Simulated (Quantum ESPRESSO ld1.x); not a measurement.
The numbers below are computed, except where a source is named.
The mean radii <r> (bohr) of the occupied orbitals of an atom or ion are listed with their occupations. Code: ld1.x of Quantum ESPRESSO 7.5. Model: scalar-relativistic Kohn-Sham, LDA (Slater exchange, Perdew-Wang correlation), spin-polarised, spherical densities, point nucleus.

orbital  occ.      <r>
1s down     1  0.02192
1s up       1  0.02192
2s up       1  0.09335
2s down     1  0.09335
2p up       3  0.08240
2p down     3  0.08240
3s up       1   0.2445
3s down     1   0.2444
3p up       3   0.2430
3p down     3   0.2429
3d up       5   0.2211
3d down     5   0.2209
4s up       1   0.5409
4s down     1   0.5411
4p up       3   0.5668
4p down     3   0.5670
4d up       5   0.5970
4d down     5   0.5974
4f up       2   0.6281

Name the element and its charge. Open shells, if any, are filled with parallel spins first.

Answer. Z = 64, gadolinium, charge +16: Gd16+ in [Kr] 4d10 4f2. The 1s radius gives Z: for a bare nucleus <r> = (2 gamma + 1)/(2Z) with gamma = sqrt(1 - (Z/c)^2), 0.02163 bohr for Z = 64, and screening makes it slightly larger (0.02192 here). The occupations add up to 48, and the charge is Z minus that.
